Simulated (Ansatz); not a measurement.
Consider the homolysis of the H–S bond: `[SH][GeH3]` → H• + `[S][GeH3]`•.

Computed with Ansatz on PBE0-D4/def2-TZVP structures; ΔE is electronic, products minus reactants. CCSD(T)/CBS adds triple-zeta CCSD(T) − MP2 to the extrapolated MP2 energy (def2 sets, frozen cores). This one scheme is used for every species, atoms too. Functionals use def2-TZVPP. B3LYP here is the variant with VWN-RPA as its local correlation; programs differ in this. HSE06 is defined as in plane-wave codes. Open shells (•) are unrestricted, without spin–orbit coupling. For Ge outer-core shells are correlated without core-valence functions, so the limit isn't a true one: a few kJ/mol of doubt a bond, and 10 to 20 or more in all where bonds break to atoms. Scalar relativity is left out up to krypton.

| level | ΔE (kJ/mol) | difference from CCSD(T)/CBS |
| --- | --- | --- |
| LDA (SPW92) | 431.3 | 34.1 |
| r2SCAN-D4 | 382.9 | -14.3 |
| r2SCANh-D4 | 382.1 | -15.1 |
| HSE06-D4 | 382.4 | -14.8 |
| BHLYP-D4 | 378.3 | -18.9 |
| ωB97X-V | 390.8 | -6.4 |
| revPBE | 373.5 | -23.7 |
| BLYP | 376.7 | -20.5 |
| B3LYP | 382.8 | -14.4 |
| BHLYP | 376.4 | -20.8 |
| HF/def2-TZVPP | 282.1 | -115.1 |
| SCS-MP2/def2-TZVPP | 390.9 | -6.3 |
| CCSD/def2-TZVPP | 383.0 | -14.2 |
| CCSD(T)/def2-TZVPP | 387.6 | -9.6 |
| MP2/def2-QZVPP | 393.5 | -3.7 |
| MP2/CBS(def2) | 397.6 | 0.4 |
| CCSD(T)/CBS | 397.2 | 0 |

Largest T1 diagnostic among the species: 0.013.

In def2-TZVPP, CCSD(T) changes the Hartree–Fock value by +105.5 kJ/mol (the triples alone add +4.7 kJ/mol) and MP2 by +106.0 kJ/mol; breaking electron pairs costs correlation energy, which Hartree–Fock lacks. Leaving LDA and LC-ωPBE aside and taking each functional with its dispersion term where it has one, the values, not all of them listed here, spread over 16.5 kJ/mol, from BHLYP-D4 to ωB97M-V. LDA lies +49.6 kJ/mol from PBE without D4, its usual overbinding.
